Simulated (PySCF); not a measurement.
## Excitation energy of Co by level of theory

Co [Ar] 3d7 4s2 (4F) → Co [Ar] 3d8 4s1 (4F), as a difference of total energies. Calculation: PySCF 2.14, in ANO-RCC-VTZP (6s5p3d2f1g, 59 functions); the spin-free X2C one-electron Hamiltonian (Gaussian nucleus). Correlated levels: valence: [Ar] frozen; valence and next inner shell: [Ne] frozen. The calculations carry no spin-orbit coupling.

| method | excitation energy (eV) |
| --- | --- |
| UHF | 1.750 |
| LDA | 0.130 |
| PBE | 0.199 |
| PBE0 | 0.492 |
| r2SCAN | 0.298 |
| wB97X | 0.875 |
| PBEsol | 0.132 |
| BHandHLYP | 1.006 |
| MP2 (valence) | 0.074 |
| SCS-MP2 (valence) | 0.294 |
| MP2 (valence and next inner shell) | -0.287 |
| SCS-MP2 (valence and next inner shell) | 0.069 |

Errors of the correlated levels include the incompleteness of this basis and the frozen core.

Q: Which method comes closest to the reference value, and which is furthest?

A: The reference is 0.417 eV (measured; NIST levels, between the centres of gravity of the two terms). Closest: PBE0 (error 0.075 eV); furthest: UHF (error 1.333 eV).
